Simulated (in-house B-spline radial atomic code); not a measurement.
Radial electron density of Ne+, [He] 2s2 2p5. Method: non-relativistic PBE0, spin-polarised, spherical fractional occupations, point nucleus. Calculated with an all-electron radial atomic-structure program (B-spline basis).

Caution: exact exchange at fractional occupations of open shells leaves self-interaction of up to several eV.

Columns: r (bohr), 4πr²n(r) (electrons per bohr), bar.

```
 0.00599   0.2494 #
   0.007   0.3338 #
 0.00819   0.4462 ##
 0.00958   0.5938 ##
  0.0112   0.7857 ###
  0.0131    1.035 ####
  0.0153    1.351 #####
  0.0179    1.755 #######
   0.021    2.271 #########
  0.0245    2.883 ############
  0.0287    3.638 ###############
  0.0336    4.523 ##################
  0.0392    5.508 ######################
  0.0459    6.613 ###########################
  0.0537    7.757 ###############################
  0.0628    8.867 ####################################
  0.0734    9.838 ########################################
  0.0859    10.56 ###########################################
     0.1    10.89 ############################################
   0.118    10.75 ###########################################
   0.137    10.14 #########################################
   0.161    9.048 #####################################
   0.188    7.756 ###############################
    0.22    6.474 ##########################
   0.257    5.522 ######################
   0.301    5.101 #####################
   0.352    5.295 #####################
   0.411    5.953 ########################
   0.481    6.795 ###########################
   0.563    7.438 ##############################
   0.658    7.577 ###############################
    0.77     7.08 #############################
   0.901    6.016 ########################
    1.05    4.657 ###################
    1.23    3.209 #############
    1.44     1.97 ########
    1.69    1.055 ####
    1.97   0.5076 ##
    2.31   0.2035 #
     2.7  0.06971 
    3.15   0.0198
```

On this grid the curve has 2 maxima, near 0.1, 0.658 bohr.

The 2s down radial function P(r) = rR(r), positive near the nucleus:

```json
{"r (bohr)": "0.002", "P": "0.02894"}
{"r (bohr)": "0.00274", "P": "0.03936"}
{"r (bohr)": "0.00374", "P": "0.05318"}
{"r (bohr)": "0.00512", "P": "0.0718"}
{"r (bohr)": "0.007", "P": "0.09631"}
{"r (bohr)": "0.00958", "P": "0.1284"}
{"r (bohr)": "0.0131", "P": "0.1694"}
{"r (bohr)": "0.0179", "P": "0.2202"}
{"r (bohr)": "0.0245", "P": "0.2814"}
{"r (bohr)": "0.0336", "P": "0.3504"}
{"r (bohr)": "0.0459", "P": "0.4187"}
{"r (bohr)": "0.0628", "P": "0.4732"}
{"r (bohr)": "0.0859", "P": "0.4896"}
{"r (bohr)": "0.118", "P": "0.4338"}
{"r (bohr)": "0.161", "P": "0.2737"}
{"r (bohr)": "0.22", "P": "-0.01067"}
{"r (bohr)": "0.301", "P": "-0.3962"}
{"r (bohr)": "0.411", "P": "-0.7906"}
{"r (bohr)": "0.563", "P": "-1.06"}
{"r (bohr)": "0.77", "P": "-1.082"}
{"r (bohr)": "1.05", "P": "-0.8606"}
{"r (bohr)": "1.44", "P": "-0.5165"}
{"r (bohr)": "1.97", "P": "-0.2238"}
{"r (bohr)": "2.7", "P": "-0.06315"}
```
